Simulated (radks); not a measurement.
Task: Numerical settings for the sulfur ion S12+, [He] 2s2. Method: non-relativistic Kohn-Sham, r2SCAN, spin-polarised, spherical densities, point nucleus; meta-GGA in the generalised Kohn-Sham scheme; computed with a radial shooting solver on a logarithmic mesh with Libxc functionals. The defaults (mesh step 0.008 in ln r, mesh end at 40 bohr or more with all orbitals vanishing there, Anderson mixing 0.5 over 9 steps, residual threshold near 1e-9 with the energy settled to 1e-9 hartree or 1e-11 of itself, here a cap of 50 iterations) give E = -295.726 hartree and 2s at -625.47 eV in 9 iterations. Run on one thread of a shared host, so times are rough (Intel(R) Xeon(R) Platinum 8488C): 0.05 s of CPU time, 0.05 s wall, 9 iterations on 2476 mesh points. One setting is changed at a time: mesh step in ln r 0.012; mesh step in ln r 0.12; mesh step in ln r 0.02; mesh end (bohr) 1; mesh end (bohr) 20; residual threshold 0.01; residual threshold 1e-13; mixing 2.5; linear mixing, mixing 0.2; linear mixing, mixing 0.8; mixing history 2; iteration cap 8. Which runs fail to converge, and which converge to a wrong energy?

Result: Not converged within the cap: mesh step in ln r 0.12; residual threshold 1e-13; linear mixing, mixing 0.2. Settings that end as converged yet miss the energy by more than 1 mhartree: mesh end (bohr) 1 (+0.324 hartree).
